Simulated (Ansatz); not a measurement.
Reactions of CH$_{8}$S$_{2}$Si$_{2}$, SMILES `[SiH3]C([SiH3])SS`.

Calculated with Ansatz (gas phase, PBE0-D4/def2-TZVP geometries, no zero-point term in ΔE). CBS: MP2 limit from def2 TZ/QZ plus the TZ coupled-cluster correction, frozen cores. This one scheme is used for every species, atoms too. For atomizations the MP2-based limit and the directly extrapolated one differ by several kJ/mol either way, and by 10 to 25 for some Ge, Se and Sn compounds, so smaller differences from it don't rank the levels. No spin–orbit coupling; open shells (•) take unrestricted orbitals. Spin–orbit coupling would lower the free atoms: a little for C, S, Si. Elements past krypton have def2 core potentials. For I, Te outer-core shells are correlated without core-valence functions, so the limit isn't a true one: a few kJ/mol of doubt a bond, and 10 to 20 or more in all where bonds break to atoms. One conformer a species, not always the lowest.

```tsv
reaction	CCSD(T)/CBS(def2) (kcal/mol)
`[SiH3]C([SiH3])SS` + H–F → `FC([SiH3])SS` + SiH₄	25.2
`[SiH3]C([SiH3])SS` + H₂Te → `[SiH3]C([SiH3])[TeH]` + `SS`	?
`[SiH3]C([SiH3])SS` → C• + 8 H• + 2 S• + 2 Si•	959.4
`[SiH3]C([SiH3])SS` + HI → `[SiH3]C([SiH3])I` + `SS`	-0.6
```

(1) Fill in the missing values. (An estimate is asked.)

Largest T1 diagnostic: 0.013, for `FC([SiH3])SS`.

## Answers

(1) The calculation gave: `[SiH3]C([SiH3])SS` + H₂Te → `[SiH3]C([SiH3])[TeH]` + `SS`: -4.5 kcal/mol.
